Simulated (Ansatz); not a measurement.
Which isomer of ClH2NOSi gives these data?

These gas-phase data were calculated for one isomer of ClH2NOSi at B3LYP-D3(BJ)/def2-SVP (harmonic, unscaled wavenumbers; equilibrium rotational constants with average atomic masses):

| Quantity | Value |
| --- | --- |
| rotational constants | 7.215, 3.6, 2.402 GHz |
| all wavenumbers above 1500 cm⁻¹ | 3691, 3582, 1515 |
| dipole moment | 4.78 D (PBE0/def2-TZVPD) |

Candidates:

(1) `N[Si](=O)Cl`, a singlet
(2) `[H]/N=[Si](\O)Cl`, a singlet

Question: Which candidate do the data belong to?

Answer: Candidate (1). 2 modes lie between 3250 and 3800 cm⁻¹, one for each N–H bond, while (2) has 1.

The same quantities for all candidates:

```
     rotational constants (GHz)  wavenumbers above 1500 cm⁻¹  dipole (D)  E above the lowest, B3LYP-D3(BJ)/def2-SVP (kcal/mol)
(1)           7.215, 3.6, 2.402             3691, 3582, 1515        4.78                                                   0.0
(2)          6.988, 3.73, 2.432                   3844, 3611        2.95                                                  18.7
```

Each candidate is one conformer. Programs: Ansatz 0.2.0.
